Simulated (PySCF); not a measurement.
**SbSBr, singlet: computed properties**

Method: PBE0 in PySCF with Sb def2-TZVP with ECP28, S def2-TZVP, Br def2-TZVP; scalar-relativistic core potentials, no spin–orbit coupling; density-fitted integrals.

The structure is a minimum.

Z-matrix (Å, degrees; charge 0 multiplicity 1):
```
Sb
S  1 2.1969
Br 1 2.5280 2 106.32
```

- Point group: Cs
- Bond lengths: Sb–Br 2.528 Å, Sb–S 2.197 Å
- Bond angles: Br–Sb–S 106.3°
- Entropy at 298.15 K and 1 bar: 318.0 J/(mol K)
- Principal polarisabilities: 48.1, 71.7, 112.6 bohr³
- Principal quadrupole moments (Buckingham, traceless) about the centre of mass: -7.13, 2.99, 4.15 D Å
- Heat capacity Cp at 298.15 K: 53.9 J/(mol K)
- Dipole moment: 2.62 D
- Atomisation energy without zero-point energy: 631 kJ/mol
- Lowest empty level: -3.83 eV
- Zero-point energy: 5.2 kJ/mol
- Rotational constants: 0.184, 0.04132, 0.03374 cm⁻¹
- Rotational symmetry number: 1
- Highest occupied level: -7.39 eV
- Enthalpy at 298.15 K above 0 K: 13.62 kJ/mol

Harmonic modes (masses in u: Sb 120.904, S 31.972, Br 78.918):
```tsv
symmetry	ω (cm⁻¹)	IR (km/mol)	μ (u)	type
a'	120	1.4	43.68	bend
a'	241	44.2	91.33	stretch
a'	509	39.1	37.70	stretch
```

Charges (e):
```tsv
atom	Mulliken	Löwdin	polar tensor	Mayer order to Sb1
Sb1	0.69	0.13	1.01	–
S2	-0.39	-0.06	-0.45	2.11
Br3	-0.30	-0.06	-0.56	1.01
```

Mulliken populations on Sb1 (electrons outside its core potential): s 3.85, p 8.19, d 10.23, f 0.05.

Outer orbital energies (eV). occupied: -19.93, -14.83, -10.32, -9.39, -9.20, -8.12, -8.09, -7.39; empty: -3.83, -1.77, -0.27, 2.76.

Counting electrons, antimony keeps 2 of its valence electrons outside its bonds, so the VSEPR class is AX2E1 and the expected shape is bent; with unlike ligands the computed point group is Cs.

Other isomers or separated fragments may lie lower.

The final relaxation and frequency run took of the order of 2.7 core-minutes on a shared host.
